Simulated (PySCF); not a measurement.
Compound: C7H6F2O.
Numbering: `[F:1][CH:2]([F:3])[O:4][c:5]1[cH:6][cH:7][cH:8][cH:9][cH:10]1` (hydrogens: H11 on C2; H12 on C6; H13 on C7; H14 on C8; H15 on C9; H16 on C10)

Geometry (GFN2-xTB, Å), atoms numbered from 1 in this order:
```xyz
16
C7H6F2O angstrom
F      3.6716    0.4269    1.0174
C      2.6121   -0.1154    0.4006
F      3.0462   -0.4609   -0.8421
O      1.6365    0.8090    0.3621
C      0.3296    0.3989    0.1201
C     -0.6620    1.3058    0.4742
C     -1.9883    0.9882    0.2558
C     -2.3299   -0.2299   -0.3103
C     -1.3370   -1.1228   -0.6682
C     -0.0007   -0.8158   -0.4598
H      2.3431   -1.0541    0.9239
H     -0.3708    2.2468    0.9117
H     -2.7582    1.6926    0.5312
H     -3.3666   -0.4787   -0.4773
H     -1.5948   -2.0680   -1.1210
H      0.7615   -1.5137   -0.7706
```

Closed-shell single points with PySCF (density fitting; grid level 2 and gas phase unless stated) on one GFN2-xTB geometry.

Task: Rank these settings by the HOMO energy, lowest first.
A. OLYP/6-311G**
B. HF/6-31G, IEF-PCM chloroform, start guess atom
C. PBE/pcSseg-1
D. PBE0/pcSseg-1

Result: B (-9.28 eV), D (-7.31 eV), C (-6.21 eV), A (-5.87 eV).

Task: Rank these settings by the dipole moment, lowest first.
A. PBE0/def2-SVP, grid level 4
B. PBE/pcSseg-1
C. HF/6-31G, IEF-PCM chloroform, start guess atom
D. PBE0/MINI
E. PBE0/pcSseg-1
F. OLYP/6-311G**

Result: D (2.08 D), F (2.47 D), B (2.59 D), A (2.78 D), E (2.90 D), C (4.73 D).

All figures of these runs:

```
                                      settings  basis functions  SCF cycles     E (Eh)  HOMO (eV)  LUMO (eV)  dipole (D)
                                 PBE0/pcSseg-1              200          14  -544.6237      -7.31      -0.64        2.90
HF/6-31G, IEF-PCM chloroform, start guess atom              102          12  -542.1209      -9.28       3.51        4.73
                                  PBE/pcSseg-1              200          16  -544.6099      -6.21      -1.52        2.59
                                 OLYP/6-311G**              216          16  -545.2283      -5.87      -1.13        2.47
                   PBE0/def2-SVP, grid level 4              170          14  -544.2763      -7.22      -0.52        2.78
                                     PBE0/MINI               56          12  -540.6455      -9.18      -2.44        2.08
```

Cycle counts include a coarse-grid stage where the run had one. All basis functions are spherical, in the Pople sets too. At HF/6-31G the closed-shell solution lies near or past a triplet instability. The structure is a single GFN2-xTB conformer; no vibrational corrections.
